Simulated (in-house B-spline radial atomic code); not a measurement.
Radial electron density of B3+, 1s2. Method: non-relativistic Hartree-Fock, average of configuration, point nucleus, inside a hard spherical wall at 2.04 bohr. Calculated with a B-spline radial code for spherical atoms.

Columns: r (bohr), 4πr²n(r) (electrons per bohr), bar.

```
  0.0118   0.1081 #
  0.0133   0.1352 #
   0.015   0.1691 #
  0.0169   0.2107 ##
  0.0191   0.2632 ##
  0.0215   0.3257 ###
  0.0243   0.4046 ####
  0.0274   0.4988 ####
  0.0309   0.6127 #####
  0.0348   0.7477 #######
  0.0392   0.9082 ########
  0.0443    1.103 ##########
  0.0499    1.324 ############
  0.0563    1.582 ##############
  0.0635    1.875 #################
  0.0716    2.201 ###################
  0.0807    2.558 #######################
   0.091     2.94 ##########################
   0.103    3.351 ##############################
   0.116    3.746 #################################
   0.131    4.131 ####################################
   0.147    4.457 #######################################
   0.166    4.735 ##########################################
   0.187    4.916 ###########################################
   0.211     4.98 ############################################
   0.238    4.907 ###########################################
   0.268    4.691 #########################################
   0.303     4.32 ######################################
   0.341    3.841 ##################################
   0.385    3.258 #############################
   0.434    2.637 #######################
    0.49    2.013 ##################
   0.552    1.452 #############
   0.623   0.9718 #########
   0.702   0.6047 #####
   0.792   0.3426 ###
   0.893   0.1761 ##
    1.01  0.07918 #
    1.14  0.03164
```

On this grid the curve has 1 maximum, near 0.211 bohr.

The 1s radial function P(r) = rR(r), positive near the nucleus:

| r (bohr) | P |
| --- | --- |
| 0.004 | 0.08192 |
| 0.00509 | 0.1037 |
| 0.00647 | 0.1309 |
| 0.00823 | 0.165 |
| 0.0105 | 0.2082 |
| 0.0133 | 0.26 |
| 0.0169 | 0.3245 |
| 0.0215 | 0.4035 |
| 0.0274 | 0.4994 |
| 0.0348 | 0.6114 |
| 0.0443 | 0.7426 |
| 0.0563 | 0.8894 |
| 0.0716 | 1.049 |
| 0.091 | 1.212 |
| 0.116 | 1.369 |
| 0.147 | 1.493 |
| 0.187 | 1.568 |
| 0.238 | 1.566 |
| 0.303 | 1.47 |
| 0.385 | 1.276 |
| 0.49 | 1.003 |
| 0.623 | 0.6971 |
| 0.792 | 0.4139 |
| 1.01 | 0.199 |
